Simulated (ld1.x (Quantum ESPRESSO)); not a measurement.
# An all-electron radial function and its pseudo partner (Al)

Columns: radius, all-electron u(r) and pseudo u(r) of the 3p shell (level -2.72 eV) of aluminium in the configuration [Ne] 3s2 3p1; PBE, non-relativistic, TM semilocal scheme, ld1.x (Quantum ESPRESSO) 7.5.

```
r (bohr)  all-electron   pseudo
   0.110        0.0831  -0.0028
   0.220        0.1757  -0.0110
   0.330        0.2133  -0.0244
   0.440        0.2022  -0.0430
   0.550        0.1594  -0.0662
   0.660        0.0991  -0.0936
   0.770        0.0307  -0.1247
   0.880       -0.0396  -0.1589
   0.990       -0.1083  -0.1954
   1.100       -0.1732  -0.2336
   1.210       -0.2331  -0.2727
   1.320       -0.2874  -0.3118
   1.430       -0.3360  -0.3501
   1.540       -0.3793  -0.3867
   1.650       -0.4175  -0.4208
   1.760       -0.4505  -0.4518
   1.870       -0.4786  -0.4789
   1.980       -0.5018  -0.5019
   2.090       -0.5206  -0.5206
   2.200       -0.5351  -0.5351
   2.310       -0.5459  -0.5459
   2.420       -0.5531  -0.5531
   2.530       -0.5571  -0.5571
   2.640       -0.5584  -0.5584
   2.750       -0.5572  -0.5572
   2.860       -0.5538  -0.5538
```

Problem. How many radial nodes do the two functions have?

Solution. The all-electron 3p function has n − l − 1 = 1; the pseudo-wave has 0, since the states of the same l below it are removed with the core.

Problem. At about which radius was the pseudo-wave matched?

Solution. 2.20 bohr. The columns agree to 0.0005 from 1.87 bohr on; several derivatives are matched, so the curves merge somewhat inside the radius.

Problem. Where does each function peak?

Solution. Outermost all-electron maximum near 2.64 bohr, pseudo maximum near 2.64 bohr (to the table’s step).

Problem. Is the pseudo-wave norm-conserving?

Solution. Yes: the TM semilocal scheme keeps the norm inside the radius equal to the all-electron one, which fixes the energy derivative of the logarithmic derivative at the level.
